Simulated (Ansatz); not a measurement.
One change: `C=C=[Se]` becomes `SC=C=[Se]`.

Ansatz, PBE0-D4/def2-TZVP geometries, multiplicity 1. Each molecule was computed in one conformer, which needn't be the lowest.

Scalar relativity is left out up to krypton.

```csv
property,`C=C=[Se]`
"ideal-gas entropy at 298 K and 1 bar (rigid rotor, harmonic PBE0-D4/def2-TZVP) / J/(mol·K)",265
LUMO energy (PBE/def2-TZVPP) / eV,-3.22
size of the dipole moment (PBE/def2-TZVPP) / D,0.93
LUMO energy (PBE0/def2-TZVPP) / eV,-2.36
HOMO–LUMO gap (B3LYP/def2-TZVPP) / eV,3.68
HOMO energy (B3LYP/def2-TZVPP) / eV,-6.23
```

(1) What does the change do to each property? (Best estimate.)

## Answers

(1) Ansatz gave: 
```tsv
property	`SC=C=[Se]`	shift
ideal-gas entropy at 298 K and 1 bar (rigid rotor, harmonic PBE0-D4/def2-TZVP) / J/(mol·K)	319	54
LUMO energy (PBE/def2-TZVPP) / eV	-3.51	-0.29
size of the dipole moment (PBE/def2-TZVPP) / D	1.02	0.09
LUMO energy (PBE0/def2-TZVPP) / eV	-2.68	-0.32
HOMO–LUMO gap (B3LYP/def2-TZVPP) / eV	3.50	-0.18
HOMO energy (B3LYP/def2-TZVPP) / eV	-6.35	-0.12
```

With PBE0 the HOMO falls by 0.12 eV and the LUMO falls by 0.32 eV, so the gap narrows by about 0.20 eV. PBE moves the HOMO by -0.12 eV and ωB97M-V by -0.10 eV. The zero-point energy changes by 2.3 kJ/mol with +3 modes. Dipoles are sizes alone; their direction can turn.

B3LYP here is the variant with VWN-RPA as its local correlation; programs differ in this.

Spin–orbit coupling is left out; it splits and shifts lone-pair levels of the heavy atoms by tenths of an eV.
